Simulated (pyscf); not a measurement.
Structures and frequencies: ωB97X-D3(BJ)/def2-SVP in PySCF. MP2 and CC: frozen core, UHF for open shells. ΔMP2 is the change of the MP2 total energy from the triple- to the quadruple-zeta basis.

Question: For :C=CH–CH(F)–F [singlet] → cyclic C₃H₂F₂ (SMILES FC1(F)C=C1), a rearrangement (singlet surface; C–H broken, C–C, C–H formed), PBE/def2-TZVP gives ΔE‡ = 9.0 kcal/mol and ΔE = -42.7 kcal/mol (zero: the reactant's lowest minimum found). In which direction and how far do B3LYP-D3(BJ)/def2-TZVP, M06-2X/def2-TZVP, CCSD(T)/def2-TZVPP + ΔMP2(QZVPP) move these?

Answer: B3LYP-D3(BJ): ΔE‡ = 17.7 kcal/mol, ΔE = -35.3 kcal/mol; M06-2X: ΔE‡ = 14.7 kcal/mol, ΔE = -40.6 kcal/mol; CCSD(T): ΔE‡ = 17.2 kcal/mol, ΔE = -35.3 kcal/mol. PBE's barrier lies under all of them, by 5.7 to 8.7 kcal/mol. Its reaction energy lies under all of them, by 2.1 to 7.4 kcal/mol. :C=CH–CH(F)–F [singlet] lies 42.1 kcal/mol over its isomer HC≡C–CH(F)–F (electronic energy, ωB97M-D3(BJ)/def2-TZVP). cyclic C₃H₂F₂ (SMILES FC1(F)C=C1) lies 6.9 kcal/mol over its isomer HC≡C–CH(F)–F (electronic energy, ωB97M-D3(BJ)/def2-TZVP). This is the saddle that the search found; another between the same sides may lie lower. The CCSD(T) − MP2 part came from Ansatz, without density fitting, on the same reference.
